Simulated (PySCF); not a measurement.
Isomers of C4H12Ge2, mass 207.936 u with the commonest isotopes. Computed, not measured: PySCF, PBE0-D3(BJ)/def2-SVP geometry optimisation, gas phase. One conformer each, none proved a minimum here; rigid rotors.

Task: Order these by out-of-plane moment Σ m c² = (Ia + Ib − Ic)/2, smallest first.
A. `[CH2:1]=[CH:2][CH2:3][GeH2:4][CH2:5][GeH3:6]` with C1–C2–C3–Ge4 -103°, C2–C3–Ge4–C5 -50°, C3–Ge4–C5–Ge6 -59°
B. `[GeH3:1][CH2:2][GeH2:3][CH:4]1[CH2:5][CH2:6]1` with Ge1–C2–Ge3–C4 -54°, C2–Ge3–C4–C5 83°
C. `[GeH3:1][GeH2:2][CH:3]1[CH2:4][CH2:5][CH2:6]1` with Ge1–Ge2–C3–C4 -51°, Ge2–C3–C4–C5 103°, C3–C4–C5–C6 14°, C4–C5–C6–C3 -14°, Ge2–C3–C6–C5 -103°
D. `[CH2:1]=[CH:2][CH2:3][CH:4]([GeH3:5])[GeH3:6]` with C1–C2–C3–C4 -115°, C2–C3–C4–Ge5 -60°
E. `[CH2:1]=[CH:2][Ge@@H:3]([CH3:4])[CH2:5][GeH3:6]` with C1–C2–Ge3–C4 123°, C2–Ge3–C5–Ge6 59°
F. `[GeH3:1][CH:2]([GeH3:3])[CH:4]1[CH2:5][CH2:6]1` with Ge1–C2–C4–C5 -154°

Result: F (17.39 u·Å²), D (17.89 u·Å²), B (21.60 u·Å²), E (25.25 u·Å²), A (43.47 u·Å²), C (46.51 u·Å²).

Task: Order these by rotational constant B, smallest first.
A. `[CH2:1]=[CH:2][CH2:3][GeH2:4][CH2:5][GeH3:6]` with C1–C2–C3–Ge4 -103°, C2–C3–Ge4–C5 -50°, C3–Ge4–C5–Ge6 -59°
B. `[GeH3:1][CH:2]([GeH3:3])[CH:4]1[CH2:5][CH2:6]1` with Ge1–C2–C4–C5 -154°
C. `[GeH3:1][CH2:2][GeH2:3][CH:4]1[CH2:5][CH2:6]1` with Ge1–C2–Ge3–C4 -54°, C2–Ge3–C4–C5 83°
D. `[CH2:1]=[CH:2][CH2:3][CH:4]([GeH3:5])[GeH3:6]` with C1–C2–C3–C4 -115°, C2–C3–C4–Ge5 -60°
E. `[CH2:1]=[CH:2][Ge@@H:3]([CH3:4])[CH2:5][GeH3:6]` with C1–C2–Ge3–C4 123°, C2–Ge3–C5–Ge6 59°
F. `[GeH3:1][GeH2:2][CH:3]1[CH2:4][CH2:5][CH2:6]1` with Ge1–Ge2–C3–C4 -51°, Ge2–C3–C4–C5 103°, C3–C4–C5–C6 14°, C4–C5–C6–C3 -14°, Ge2–C3–C6–C5 -103°

Result: A (742.8 MHz), E (780.0 MHz), C (807.5 MHz), D (934.5 MHz), F (1026 MHz), B (1101 MHz).

Task: Order these by rotational constant C, largest first.
A. `[CH2:1]=[CH:2][Ge@@H:3]([CH3:4])[CH2:5][GeH3:6]` with C1–C2–Ge3–C4 123°, C2–Ge3–C5–Ge6 59°
B. `[CH2:1]=[CH:2][CH2:3][GeH2:4][CH2:5][GeH3:6]` with C1–C2–C3–Ge4 -103°, C2–C3–Ge4–C5 -50°, C3–Ge4–C5–Ge6 -59°
C. `[GeH3:1][GeH2:2][CH:3]1[CH2:4][CH2:5][CH2:6]1` with Ge1–Ge2–C3–C4 -51°, Ge2–C3–C4–C5 103°, C3–C4–C5–C6 14°, C4–C5–C6–C3 -14°, Ge2–C3–C6–C5 -103°
D. `[CH2:1]=[CH:2][CH2:3][CH:4]([GeH3:5])[GeH3:6]` with C1–C2–C3–C4 -115°, C2–C3–C4–Ge5 -60°
E. `[GeH3:1][CH:2]([GeH3:3])[CH:4]1[CH2:5][CH2:6]1` with Ge1–C2–C4–C5 -154°

Result: C (778.8 MHz), E (637.1 MHz), A (619.6 MHz), B (600.2 MHz), D (581.2 MHz).

```
                         SMILES  point group  Ia (u·Å²)  Ib (u·Å²)  Ic (u·Å²)      κ  μa (D)  μb (D)  μc (D)
C=[CH][Ge@@H]([CH3])[CH2][GeH3]           C1     218.26     647.95     815.70  -0.81    0.79    0.50    0.62
        [GeH3][CH]([GeH3])C1CC1           Cs     368.82     459.16     793.21   0.26    0.01    0.86    0.23
          [GeH3][GeH2][CH]1CCC1           Cs     249.55     492.42     648.94  -0.60    1.09    0.18    0.01
         C=CC[CH]([GeH3])[GeH3]           C1     364.48     540.81     869.51  -0.12    0.34    0.44    0.23
      C=C[CH2][GeH2][CH2][GeH3]           C1     248.67     680.33     842.06  -0.80    0.02    0.09    0.30
      [GeH3][CH2][GeH2][CH]1CC1           C1     222.27     625.82     804.89  -0.78    0.24    0.02    0.62
```
